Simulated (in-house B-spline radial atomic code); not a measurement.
Ionising Sc³⁺ with different functionals

Computed with a radial B-spline atomic code at the basis-set limit: scalar-relativistic (spin-free X2C) Hamiltonian, Fermi nucleus of rms radius 3.5459 fm, spin-polarised at highest spin, spherical fractional occupations for the functionals, the average over the highest-spin determinants for Hartree-Fock. The ionisation energy is the difference of two self-consistent energies, [Ne] 3s2 3p6 → [Ne] 3s2 3p5, without Breit or QED terms; ε is the level of the shell that loses the electron (its least bound occupied spin orbital).

Hybrids are left out here: with spherical fractional occupations of an open shell their exact exchange keeps a self-interaction that integer-occupation calculations don't have.

| method | rung | ΔSCF (eV) | -ε(3p) (eV) |
| --- | --- | --- | --- |
| Hartree-Fock | Hartree-Fock | ? | ? |
| LDA VWN5 | LDA | 73.58 | 64.63 |
| LDA PW92 | LDA | 73.57 | 64.62 |
| LDA exchange-only | LDA | 71.72 | 62.87 |
| PBE | GGA | 73.50 | 64.59 |
| PBEsol | GGA | 73.42 | 64.50 |
| BLYP | GGA | 73.34 | 64.43 |
| RPBE | GGA | 73.49 | 64.57 |
| PW91 | GGA | 73.61 | 64.68 |
| BP86 | GGA | 73.59 | 64.66 |
| AM05 | GGA | 73.40 | 64.47 |
| OLYP | GGA | ? | ? |
| TPSS | meta-GGA | 73.72 | 64.85 |
| SCAN | meta-GGA | 74.17 | 65.43 |
| r2SCAN | meta-GGA | 74.13 | 65.40 |
| revTPSS | meta-GGA | 73.65 | 64.79 |

(1) What does OLYP give?

(2) What does Hartree-Fock give?

(3) How do they compare with the NIST value?

Answers

(1) ΔSCF 73.69 eV, and -ε(3p) = 64.81 eV.

(2) ΔSCF 72.49 eV, and -ε(3p) = 73.63 eV.

(3) NIST lists 73.489 eV (measured, ground level to ground level). Errors run from -1.76 to +0.68 eV; RPBE is closest (-0.00 eV), but part of that can be cancellation, since the calculations leave out spin-orbit coupling, Breit-QED terms, multiplet and fine-structure energies. Hartree-Fock also lacks correlation.
